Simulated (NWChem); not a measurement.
Species: BNH₃, doublet; SMILES [NH]B

Program: NWChem. Spin-unrestricted. Medium grid unless said otherwise, to which SCAN and Minnesota functionals are sensitive. In the optimisation the excess spin sits in a' (Cs, its own frame). Structure relaxed at the B3LYP/6-31G* (spherical d), spin-unrestricted level. No stability test was run on the SCF state.

For level M06-L/def2-SVP:

| Item | Value |
|---|---|
| highest occupied level (eV) | -6.47 |
| lowest empty minus highest occupied level, either spin (eV) | 2.56 |

**Question.** What are these values for level B3PW91/def2-SVP?

**Answer.** 
| Property | Value |
|---|---|
| highest occupied level (eV) | -7.50 |
| lowest empty minus highest occupied level, either spin (eV) | 4.25 |
